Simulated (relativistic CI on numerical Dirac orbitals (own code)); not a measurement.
## Line list: Electric-dipole lines, Ar15+

Calculated at this level of theory: Dirac-Coulomb-Breit CI, separate exchange-only KLI orbitals for each configuration, model QED, unscaled Slater integrals (own radial code, finite nucleus).

Configurations in the expansion (outside the closed core 1s2): 2s, 2p, 3s, 3p, 3d, 4s, 4p, 4d, 4f, 5s, 5p, 5d, 5f, 5g. Levels of other configurations are missing.

| λ vac (nm) | Lower | Upper | A (s⁻¹) | gf | Branching (%) |
| --- | --- | --- | --- | --- | --- |
| 1.6604 | 2p 2P°_1/2 [2] | 5d 2D_3/2 [19] | 5.53e+11 | 9.15e-02 | 56.0 |
| 1.6674 | 2p 2P°_3/2 [3] | 5d 2D_5/2 [20] | 6.56e+11 | 1.64e-01 | 66.9 |
| 1.7741 | 2s 2S_1/2 [1] | 4p 2P°_3/2 [11] | 6.38e+11 | 1.20e-01 | 75.3 |
| 1.8555 | 2p 2P°_1/2 [2] | 4d 2D_3/2 [12] | 1.19e+12 | 2.46e-01 | 63.2 |
| 1.8640 | 2p 2P°_3/2 [3] | 4d 2D_5/2 [13] | 1.42e+12 | 4.42e-01 | 75.5 |
| 2.3510 | 2s 2S_1/2 [1] | 3p 2P°_3/2 [6] | 1.42e+12 | 4.70e-01 | 100.0 |
| 2.3551 | 2s 2S_1/2 [1] | 3p 2P°_1/2 [5] | 1.44e+12 | 2.40e-01 | 100.0 |
| 2.4866 | 2p 2P°_1/2 [2] | 3d 2D_3/2 [7] | 3.64e+12 | 1.35e+00 | 83.4 |
| 2.5009 | 2p 2P°_3/2 [3] | 3d 2D_5/2 [8] | 4.33e+12 | 2.44e+00 | 100.0 |
| 2.5024 | 2p 2P°_3/2 [3] | 3d 2D_3/2 [7] | 7.22e+11 | 2.71e-01 | 16.6 |
| 4.7608 | 3s 2S_1/2 [4] | 5p 2P°_3/2 [18] | 1.02e+11 | 1.39e-01 | 20.2 |
| 4.9150 | 3p 2P°_1/2 [5] | 5d 2D_3/2 [19] | 1.89e+11 | 2.74e-01 | 19.1 |
| 4.9320 | 3p 2P°_3/2 [6] | 5d 2D_5/2 [20] | 2.26e+11 | 4.94e-01 | 23.0 |
| 4.9959 | 3d 2D_3/2 [7] | 5f 2F°_5/2 [21] | 2.79e+11 | 6.27e-01 | 59.5 |
| 5.0012 | 3d 2D_5/2 [8] | 5f 2F°_7/2 [22] | 2.98e+11 | 8.95e-01 | 63.7 |
| 6.8399 | 3s 2S_1/2 [4] | 4p 2P°_3/2 [11] | 1.83e+11 | 5.13e-01 | 21.6 |
| 6.8547 | 3s 2S_1/2 [4] | 4p 2P°_1/2 [10] | 1.86e+11 | 2.63e-01 | 21.7 |
| 7.1354 | 3p 2P°_1/2 [5] | 4d 2D_3/2 [12] | 3.82e+11 | 1.17e+00 | 20.3 |
| 7.1687 | 3p 2P°_3/2 [6] | 4d 2D_5/2 [13] | 4.58e+11 | 2.12e+00 | 24.5 |
| 7.1738 | 3p 2P°_3/2 [6] | 4d 2D_3/2 [12] | 7.66e+10 | 2.36e-01 | 4.1 |
| 7.3033 | 3d 2D_3/2 [7] | 4f 2F°_5/2 [14] | 8.46e+11 | 4.06e+00 | 93.2 |
| 7.3132 | 3d 2D_5/2 [8] | 4f 2F°_7/2 [15] | 9.04e+11 | 5.80e+00 | 99.9 |
| 7.3159 | 3d 2D_5/2 [8] | 4f 2F°_5/2 [14] | 6.03e+10 | 2.90e-01 | 6.6 |
| 7.4045 | 3p 2P°_3/2 [6] | 4s 2S_1/2 [9] | 1.09e+11 | 1.80e-01 | 27.8 |
| 14.903 | 4s 2S_1/2 [9] | 5p 2P°_3/2 [18] | 4.28e+10 | 5.70e-01 | 8.5 |
| 14.939 | 4s 2S_1/2 [9] | 5p 2P°_1/2 [17] | 4.37e+10 | 2.92e-01 | 8.5 |
| 15.452 | 4p 2P°_1/2 [10] | 5d 2D_3/2 [19] | 7.91e+10 | 1.13e+00 | 8.0 |
| 15.516 | 4p 2P°_3/2 [11] | 5d 2D_5/2 [20] | 9.52e+10 | 2.06e+00 | 9.7 |
| 15.528 | 4p 2P°_3/2 [11] | 5d 2D_3/2 [19] | 1.59e+10 | 2.30e-01 | 1.6 |
| 15.775 | 4d 2D_3/2 [12] | 5f 2F°_5/2 [21] | 1.58e+11 | 3.54e+00 | 33.7 |
| 15.793 | 4d 2D_5/2 [13] | 5f 2F°_7/2 [22] | 1.69e+11 | 5.07e+00 | 36.2 |
| 15.800 | 4d 2D_5/2 [13] | 5f 2F°_5/2 [21] | 1.13e+10 | 2.54e-01 | 2.4 |
| 15.806 | 4f 2F°_5/2 [14] | 5g 2G_7/2 [23] | 2.69e+11 | 8.07e+00 | 96.4 |
| 15.815 | 4f 2F°_7/2 [15] | 5g 2G_9/2 [24] | 2.79e+11 | 1.05e+01 | 99.9 |
| 15.819 | 4f 2F°_7/2 [15] | 5g 2G_7/2 [23] | 9.96e+09 | 2.99e-01 | 3.6 |
| 15.960 | 4d 2D_5/2 [13] | 5p 2P°_3/2 [18] | 1.27e+10 | 1.94e-01 | 2.5 |
| 15.996 | 4p 2P°_1/2 [10] | 5s 2S_1/2 [16] | 1.84e+10 | 1.41e-01 | 7.3 |
| 16.077 | 4p 2P°_3/2 [11] | 5s 2S_1/2 [16] | 3.75e+10 | 2.90e-01 | 14.8 |
| 35.258 | 2s 2S_1/2 [1] | 2p 2P°_3/2 [3] | 1.56e+09 | 1.16e-01 | 100.0 |
| 126.70 | 3s 2S_1/2 [4] | 3p 2P°_3/2 [6] | 2.04e+08 | 1.96e-01 | 0.0 |
| 140.00 | 3s 2S_1/2 [4] | 3p 2P°_1/2 [5] | 1.50e+08 | 8.84e-02 | 0.0 |
| 307.33 | 4s 2S_1/2 [9] | 4p 2P°_3/2 [11] | 4.80e+07 | 2.72e-01 | 0.0 |
| 607.31 | 5s 2S_1/2 [16] | 5p 2P°_3/2 [18] | 1.56e+07 | 3.45e-01 | 0.0 |
| 841.25 | 4p 2P°_3/2 [11] | 4d 2D_5/2 [13] | 2.30e+06 | 1.46e-01 | 0.0 |
| 1654.2 | 5p 2P°_3/2 [18] | 5d 2D_5/2 [20] | 8.27e+05 | 2.03e-01 | 0.0 |

Terms are leading LS components. Brackets give the number of a level in order of energy, since labels repeat. The list gives strong lines, with weight on those to low levels, without lines whose two gauges differ by over a factor of 2.5. Levels whose partners in the same complex of configurations lie outside the list can be far off, and so can their lines. Rates are taken at the computed energies, electric ones in the length gauge.

At this charge energies of transitions that change n are usually good to better than 1 %, and those within a shell (Δn = 0) to a few per cent.
